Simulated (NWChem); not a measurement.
System: In cation, singlet

NWChem printed, in part:

```
             Northwest Computational Chemistry Package (NWChem) 7.3.0
             --------------------------------------------------------

                             Geometry "geometry" -> ""
                             -------------------------

 Output coordinates in angstroms (scale by  1.889725989 to convert to a.u.)

  No.       Tag          Charge          X              Y              Z
 ---- ---------------- ---------- -------------- -------------- --------------
    1 In                  49.0000     0.00000000     0.00000000     0.00000000

 Effective nuclear repulsion energy (a.u.)       0.0000000000

 Summary of "ao basis" -> "ao basis" (spherical)
 ------------------------------------------------------------------------------
       Tag                 Description            Shells   Functions and Types
 ---------------- ------------------------------  ------  ---------------------
 In                        def2-tzvp                16       50   6s5p3d2f

            General Information
            -------------------
          SCF calculation type: DFT
          Wavefunction type:  closed shell.
          No. of atoms     :     1
          No. of electrons :    20
           Alpha electrons :    10
            Beta electrons :    10
          Charge           :     1
          Spin multiplicity:     1
          Use of symmetry is: off; symmetry adaption is: off
          Maximum number of iterations: 150
          AO basis - number of functions:    50
                     number of shells:    16
          Convergence on energy requested:  1.00D-06
          Convergence on density requested:  1.00D-05
          Convergence on gradient requested:  5.00D-04

              XC Information
              --------------
                     Hartree-Fock (Exact) Exchange  1.000
                     LC-wPBE(h)Exchange Functional  1.000
            Perdew 1991 LDA Correlation Functional  1.000 local
           PerdewBurkeErnz. Correlation Functional  1.000 non-local

           Range-Separation Parameters
           ---------------------------
           Alpha           :  0.00
           Beta            :  1.00
           Gamma           :  0.40
           Short-Range HF  :     F

             Grid Information
             ----------------
          Grid used for XC integration:  medium
          Radial quadrature: Mura-Knowles
          Angular quadrature: Lebedev.
          Tag              B.-S. Rad. Rad. Pts. Rad. Cut. Ang. Pts.
          ---              ---------- --------- --------- ---------
          In                  1.55      123           9.0       590
          Grid pruning is: on
          Number of quadrature shells:   123
          Spatial weights used:  Erf1

      Superposition of Atomic Density Guess
      -------------------------------------

 Sum of atomic energies:        -218.05941982

 Renormalizing density from      21.00 to     20

      Non-variational initial energy
      ------------------------------

 Total energy =    -186.713855
 1-e energy   =    -318.900478
 2-e energy   =     132.186622
 HOMO         =      -0.794717
 LUMO         =      -0.316890

     ---------------------------------------------
      Total Density - Mulliken Population Analysis
     ---------------------------------------------

    Atom       Charge   Shell Charges
 -----------   ------   -------------------------------------------------------
    1 In  21    20.00   0.43 -0.90  1.70  0.79  1.53  0.45 -0.41  6.44 -0.05  0.02 -0.00  9.38  0.60  0.02  0.00  0.00

   convergence    iter        energy       DeltaE   RMS-Dens  Diis-err
 ---------------- ----- ----------------- --------- --------- ---------
 d= 0,ls=0.0,diis     1   -189.8015146025 -1.90D+02  3.59D-02  1.69D+00
 d= 0,ls=0.0,diis     2   -189.8790740135 -7.76D-02  2.15D-02  7.85D-01
 d= 0,ls=0.0,diis     3   -189.9273880282 -4.83D-02  1.65D-03  2.65D-04
 d= 0,ls=0.0,diis     4   -189.9274317270 -4.37D-05  3.24D-04  5.58D-06
 d= 0,ls=0.0,diis     5   -189.9274334553 -1.73D-06  5.57D-05  2.22D-07
 d= 0,ls=0.0,diis     6   -189.9274335093 -5.40D-08  2.54D-06  3.04D-10

         Total DFT energy =     -189.927433509318
      One electron energy =     -329.208043427313
           Coulomb energy =      155.789625863391
    Exchange-Corr. energy =      -16.509015945396
 Nuclear repulsion energy =        0.000000000000

 Numeric. integr. density =       20.000000000000

                       DFT Final Molecular Orbital Analysis
                       ------------------------------------

 Vector    8  Occ=2.000000D+00  E=-1.139209D+00
              MO Center=  9.0D-17, -5.4D-16, -5.6D-17, r^2= 4.6D-01
   Bfn.  Coefficient  Atom+Function         Bfn.  Coefficient  Atom+Function
  ----- ------------  ---------------      ----- ------------  ---------------
    26     -0.626395  1 In d  2              25      0.602454  1 In d  1
    23      0.209112  1 In d -1              31     -0.124696  1 In d  2
    30      0.119930  1 In d  1              22      0.056957  1 In d -2
    24      0.047320  1 In d  0              28      0.041628  1 In d -1

 Vector    9  Occ=2.000000D+00  E=-1.139209D+00
              MO Center= -2.9D-16, -7.3D-16,  1.2D-16, r^2= 4.6D-01
   Bfn.  Coefficient  Atom+Function         Bfn.  Coefficient  Atom+Function
  ----- ------------  ---------------      ----- ------------  ---------------
    25      0.654511  1 In d  1              26      0.586152  1 In d  2
    23     -0.131559  1 In d -1              30      0.130293  1 In d  1
    31      0.116685  1 In d  2              24      0.098077  1 In d  0
    22     -0.075152  1 In d -2              28     -0.026189  1 In d -1

 Vector   10  Occ=2.000000D+00  E=-6.689962D-01
              MO Center=  5.6D-16, -5.5D-16,  2.9D-17, r^2= 2.0D+00
   Bfn.  Coefficient  Atom+Function         Bfn.  Coefficient  Atom+Function
  ----- ------------  ---------------      ----- ------------  ---------------
     5      0.930289  1 In s                  2      0.824856  1 In s
     1     -0.607767  1 In s                  3     -0.514312  1 In s
     4     -0.298050  1 In s                  6      0.289610  1 In s

 Vector   11  Occ=0.000000D+00  E=-2.041674D-01
              MO Center= -1.7D-15,  4.9D-16, -9.1D-15, r^2= 4.1D+00
   Bfn.  Coefficient  Atom+Function         Bfn.  Coefficient  Atom+Function
  ----- ------------  ---------------      ----- ------------  ---------------
    18      0.424294  1 In pz                15      0.288287  1 In pz
    12     -0.258086  1 In pz                16     -0.235071  1 In px
    17      0.229603  1 In py                21      0.216876  1 In pz
    13     -0.159719  1 In px                14      0.156004  1 In py
    10      0.142987  1 In px                11     -0.139661  1 In py

 Vector   12  Occ=0.000000D+00  E=-2.041674D-01
              MO Center=  1.5D-14, -2.1D-15,  4.0D-15, r^2= 4.1D+00
   Bfn.  Coefficient  Atom+Function         Bfn.  Coefficient  Atom+Function
  ----- ------------  ---------------      ----- ------------  ---------------
    16      0.413466  1 In px                18      0.308785  1 In pz
    13      0.280930  1 In px                10     -0.251500  1 In px
    19      0.211341  1 In px                15      0.209804  1 In pz
    12     -0.187825  1 In pz                21      0.157834  1 In pz
    17     -0.147305  1 In py                14     -0.100087  1 In py

 Vector   13  Occ=0.000000D+00  E=-2.041674D-01
              MO Center=  7.9D-15,  6.0D-16, -7.7D-16, r^2= 4.1D+00
   Bfn.  Coefficient  Atom+Function         Bfn.  Coefficient  Atom+Function
  ----- ------------  ---------------      ----- ------------  ---------------
    17      0.462153  1 In py                14      0.314010  1 In py
    11     -0.281115  1 In py                16      0.248573  1 In px
    20      0.236227  1 In py                13      0.168893  1 In px
    10     -0.151200  1 In px                19      0.127057  1 In px
    18     -0.112373  1 In pz                15     -0.076352  1 In pz

     ---------------------------------------------
      Total Density - Mulliken Population Analysis
     ---------------------------------------------

    Atom       Charge   Shell Charges
 -----------   ------   -------------------------------------------------------
    1 In  21    20.00   0.42 -0.88  1.67  0.80  1.50  0.50 -0.40  6.37  0.04  0.00 -0.00  8.85  1.12  0.04  0.00  0.00

     -------------------------------------------
      Total Density - Lowdin Population Analysis
     -------------------------------------------

    Atom       Charge   Shell Charges
 -----------   ------   -------------------------------------------------------
    1 In  21    20.00   0.00  0.03  0.93  1.05  1.16  0.82  0.05  5.51  0.43  0.02  0.00  8.33  1.58  0.08  0.00  0.00
```

Level: LC-wPBE (HJS exchange hole, range parameter 0.4 per bohr)/def2-TZVP with def2 effective core potentials on In. Low-valent species are run as closed-shell singlets; no triplet was tried in these runs. def2 effective core potentials on In; no spin-orbit coupling.

Problem. Write an input that gives this output.

Solution. This is not unique; one that fits is the input that was run:
```
start job
memory heap 200 mb stack 900 mb global 1100 mb
charge 1
geometry units angstroms noautoz
  In     0.000000     0.000000     0.000000
end
basis spherical
  * library def2-tzvp
end
ecp
  In library def2-ecp
end
dft
  xc xwpbe 1.00 cpbe96 1.0 hfexch 1.00
  cam 0.4 cam_alpha 0.0 cam_beta 1.0
  iterations 150
  mulliken
end
task dft energy
```
